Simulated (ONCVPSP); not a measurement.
## Reading a pseudo-wave (palladium (Pd))

Columns: radius, all-electron u(r) and pseudo u(r) of the 4s shell (level -126.08 eV) of palladium in the configuration [Ar] 3d10 4s2 4p6 4d7; PBE, scalar-relativistic, ONCV scheme, ONCVPSP 4.0.1.

| r (bohr) | all-electron | pseudo |
| --- | --- | --- |
| 0.068 | 0.3366 | 0.0378 |
| 0.135 | 0.2298 | 0.0858 |
| 0.202 | -0.3550 | 0.1531 |
| 0.270 | -0.6583 | 0.2459 |
| 0.338 | -0.5770 | 0.3636 |
| 0.405 | -0.2669 | 0.4990 |
| 0.473 | 0.1271 | 0.6472 |
| 0.540 | 0.4943 | 0.7925 |
| 0.608 | 0.7965 | 0.9271 |
| 0.675 | 1.0088 | 1.0363 |
| 0.742 | 1.1399 | 1.1146 |
| 0.810 | 1.2010 | 1.1581 |
| 0.878 | 1.2054 | 1.1654 |
| 0.945 | 1.1691 | 1.1400 |
| 1.013 | 1.1043 | 1.0872 |
| 1.080 | 1.0237 | 1.0154 |
| 1.148 | 0.9330 | 0.9301 |
| 1.215 | 0.8411 | 0.8403 |
| 1.283 | 0.7493 | 0.7491 |
| 1.350 | 0.6631 | 0.6629 |
| 1.418 | 0.5816 | 0.5815 |
| 1.485 | 0.5080 | 0.5079 |
| 1.553 | 0.4406 | 0.4405 |
| 1.620 | 0.3813 | 0.3813 |
| 1.688 | 0.3280 | 0.3279 |
| 1.755 | 0.2818 | 0.2817 |

How many radial nodes do the two functions have?

The all-electron 4s function has n − l − 1 = 3 (the table is too coarse to show those close to the nucleus); the pseudo-wave has 0, since the states of the same l below it are removed with the core.

At about which radius was the pseudo-wave matched?

1.35 bohr. The columns agree to 0.0005 from 1.28 bohr on; several derivatives are matched, so the curves merge somewhat inside the radius.

Is the pseudo-wave norm-conserving?

Yes: the ONCV scheme keeps the norm inside the radius equal to the all-electron one, which fixes the energy derivative of the logarithmic derivative at the level.
